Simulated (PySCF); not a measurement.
PySCF 2.14 output of an unrestricted M06-2X calculation on a single atom or ion in x2c-TZVPPall with one added diffuse shell each of s, p, d, f type (7s6p5d3f1g, 80 functions), with scalar relativity by spin-free X2C-1e:

```
SCF conv_tol = 1e-09
number electrons alpha = 14  beta = 13
    Y. Zhao and D. G. Truhlar.,  Theor. Chem. Acc. 120, 215 (2008)
    Y. Zhao and D. G. Truhlar.,  Theor. Chem. Acc. 120, 215 (2008)
cycle= 1 E= -1653.73985773967  delta_E= -0.00592  |g|= 0.0548  |ddm|= 0.084
cycle= 2 E= -1653.73962224815  delta_E= 0.000235  |g|= 0.0689  |ddm|= 0.0281
cycle= 3 E= -1653.74024445912  delta_E= -0.000622  |g|= 0.0016  |ddm|= 0.0164
cycle= 4 E= -1653.74024491415  delta_E= -4.55e-07  |g|= 0.000162  |ddm|= 0.000598
cycle= 5 E= -1653.74024493506  delta_E= -2.09e-08  |g|= 3.86e-05  |ddm|= 0.000238
cycle= 6 E= -1653.74024493696  delta_E= -1.9e-09  |g|= 7.59e-06  |ddm|= 9.99e-05
cycle= 7 E= -1653.74024493706  delta_E= -9.57e-11  |g|= 6.45e-07  |ddm|= 2.75e-05
converged SCF energy = -1653.74024493706  <S^2> = 0.75082935  2S+1 = 2.0008292
```

The run itself started from symmetry-adapted Hartree-Fock orbitals and held the occupation by maximum overlap, on a logarithmic radial grid, so the iterations belong to that start.

**Question.** Which element, charge and spin multiplicity is this?

**Answer.** Cu²⁺ (copper, charge +2), multiplicity 2; the state was [Ar] 3d9, 2D determinant.
